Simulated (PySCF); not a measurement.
# Peak assignment

Molfile (atoms numbered from 1):
```
C5H13NSi3
     RDKit          3D

 22 22  0  0  0  0  0  0  0  0999 V2000
   -2.3303    0.2216    1.4036 C   0  0  0  0  0  0  0  0  0  0  0  0
   -1.2883   -0.4813    0.5319 C   0  0  1  0  0  0  0  0  0  0  0  0
   -1.6682   -0.2129   -1.3228 Si  0  0  0  0  0  4  0  0  0  0  0  0
    0.4610    0.0298    1.0600 Si  0  0  2  0  0  4  0  0  0  0  0  0
    1.1526    1.6273    0.2510 C   0  0  0  0  0  0  0  0  0  0  0  0
    2.3862    0.6536   -0.8440 Si  0  0  0  0  0  4  0  0  0  0  0  0
    1.8945   -0.9240    0.1606 C   0  0  2  0  0  0  0  0  0  0  0  0
    1.5249   -2.0588   -0.5874 C   0  0  0  0  0  0  0  0  0  0  0  0
    1.1928   -2.9661   -1.2088 N   0  0  0  0  0  0  0  0  0  0  0  0
   -3.3378   -0.0994    1.1443 H   0  0  0  0  0  0  0  0  0  0  0  0
   -2.1702    0.0073    2.4593 H   0  0  0  0  0  0  0  0  0  0  0  0
   -2.2784    1.3001    1.2702 H   0  0  0  0  0  0  0  0  0  0  0  0
   -1.3704   -1.5578    0.7130 H   0  0  0  0  0  0  0  0  0  0  0  0
   -1.6692    1.2302   -1.5998 H   0  0  0  0  0  0  0  0  0  0  0  0
   -0.6821   -0.8825   -2.1619 H   0  0  0  0  0  0  0  0  0  0  0  0
   -3.0174   -0.7225   -1.5890 H   0  0  0  0  0  0  0  0  0  0  0  0
    0.6259   -0.0369    2.5235 H   0  0  0  0  0  0  0  0  0  0  0  0
    1.6388    2.2940    0.9583 H   0  0  0  0  0  0  0  0  0  0  0  0
    0.4304    2.2281   -0.2938 H   0  0  0  0  0  0  0  0  0  0  0  0
    2.0199    0.5844   -2.2554 H   0  0  0  0  0  0  0  0  0  0  0  0
    3.7995    1.0012   -0.6794 H   0  0  0  0  0  0  0  0  0  0  0  0
    2.6754   -1.2157    0.8632 H   0  0  0  0  0  0  0  0  0  0  0  0
  1  2  1  0
  2  3  1  0
  2  4  1  0
  4  5  1  0
  5  6  1  0
  6  7  1  0
  7  8  1  0
  8  9  3  0
  7  4  1  0
  1 10  1  0
  1 11  1  0
  1 12  1  0
  2 13  1  6
  3 14  1  0
  3 15  1  0
  3 16  1  0
  4 17  1  1
  5 18  1  0
  5 19  1  0
  6 20  1  0
  6 21  1  0
  7 22  1  1
M  END
```

PySCF 2.14 calculation with geometry: GFN2-xTB and shieldings: GIAO PBE0/pcSseg-1; non-relativistic, a single conformation, fast rotation and ring inversion assumed for equivalent nuclei, in vacuum.

Referencing at the same level of theory: $^{13}$C and $^{1}$H against TMS.

**Question.** Assign these signals to the numbered atoms. $^{13}$C{$^{1}$H} NMR (computed): δ 124.6, 13.0, 1.2, -0.3, -5.3.

**Answer.** 
| δ (ppm) | atoms | environment | reason |
| --- | --- | --- | --- |
| 124.6 | C8 | nitrile carbon | typical of a nitrile |
| 13.0 | C1 | methyl carbon | saturated and bonded to C and H only |
| 1.2 | C2 | sp3 CH bonded to 2 Si | an electropositive neighbour leaves it electron-rich and shielded |
| -0.3 | C7 | sp3 CH bonded to 2 Si, α to a nitrile | an electropositive neighbour leaves it electron-rich and shielded |
| -5.3 | C5 | sp3 CH2 bonded to 2 Si | an electropositive neighbour leaves it electron-rich and shielded |

C2 and C7 lie closer than the usual error of such a calculation, so a measured spectrum could show them in the other order.

**Question.** Assign these signals to the numbered atoms. $^{1}$H NMR (400 MHz, computed): δ 5.22 (m, 1H), 5.05 (m, 1H), 5.01 (m, 1H), 4.24 (d, 3H), 1.84 (m, 1H), 1.32 (d, 3H), 0.82 (m, 1H), 0.65 (m, 1H), 0.62 (m, 1H).

**Answer.** 
```tsv
δ (ppm)	atoms	environment	reason
5.22	H17	hydrogen on a silicon bonded to 3 C, in a 4-membered ring	–
5.05	H21	hydrogen on a silicon bonded to 2 C, in a 4-membered ring	–
5.01	H20	hydrogen on a silicon bonded to 2 C, in a 4-membered ring	–
4.24	H14/H15/H16	hydrogen on a silicon bonded to C	–
1.84	H22	hydrogen on an sp3 CH bonded to 2 Si, α to a nitrile	–
1.32	H10/H11/H12	hydrogen on a methyl carbon	–
0.82	H13	hydrogen on an sp3 CH bonded to 2 Si	an electropositive neighbour shields it, as in TMS itself
0.65	H19	hydrogen on an sp3 CH2 bonded to 2 Si	an electropositive neighbour shields it, as in TMS itself
0.62	H18	hydrogen on an sp3 CH2 bonded to 2 Si	–
```

H21 and H20; H19 and H18 lie closer than the usual error of such a calculation, so a measured spectrum could show them in the other order.

Shifts are as computed. Against solution values, carbons near 30 ppm lie about +3 ppm off and those near 130 ppm about +5 ppm. Of 1211 compounds with measured shifts, 218 miss one by over three times the rms of a fit or turn the order of signals round; such compounds aren't used in these exercises. Multiplicities follow the n + 1 count of equivalent neighbours, as no J values were calculated; m marks all less simple cases, F and P coupling included.
